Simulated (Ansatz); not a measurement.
BH8NOSi2, SMILES `OBN([SiH3])[SiH3]`, relaxed with RKS PBE-D4/def2-SVP in Ansatz 0.2.0 from a rough embedded geometry. The force threshold is 0.03 eV/Å; the program also tests the step.

Charge 0, multiplicity 1.

Start:

```xyz
13

O     0.984   -0.500   -1.801
B     1.390   -0.481   -0.431
N     0.438    0.025    0.629
Si   -0.086    1.720    0.294
Si   -1.021   -1.000    0.726
H     0.615   -1.493   -1.930
H     2.496   -0.781   -0.110
H    -0.800    1.684   -1.024
H     1.136    2.561    0.134
H    -0.950    2.218    1.270
H    -1.695   -0.985   -0.566
H    -1.889   -0.533    1.813
H    -0.618   -2.435    0.995
```

By how much does the energy fall, and how many steps does the optimiser take? (Best estimate.)

The calculation gave: 43.20 kcal/mol, in 27 steps, 2 of them rejected.

Which bonds change most? (Estimate.)

Ansatz gave: Si4–H10 from 1.396 to 1.505 Å; O1–H6 from 1.068 to 0.971 Å; B2–N3 from 1.513 to 1.434 Å; O1–B2 from 1.429 to 1.376 Å.

Give the relaxed structure. (Best estimate.)

Ansatz gave: 
```xyz
13

O     1.074   -1.756   -1.128
B     1.140   -0.424   -0.788
N     0.063    0.106   -0.003
Si    0.014    1.806    0.494
Si   -1.257   -1.002    0.463
H     1.836   -2.045   -1.657
H     2.075    0.278   -1.140
H    -1.197    2.493   -0.077
H     1.258    2.485   -0.001
H    -0.058    1.915    1.993
H    -1.967   -1.554   -0.739
H    -2.226   -0.173    1.265
H    -0.755   -2.129    1.319
```
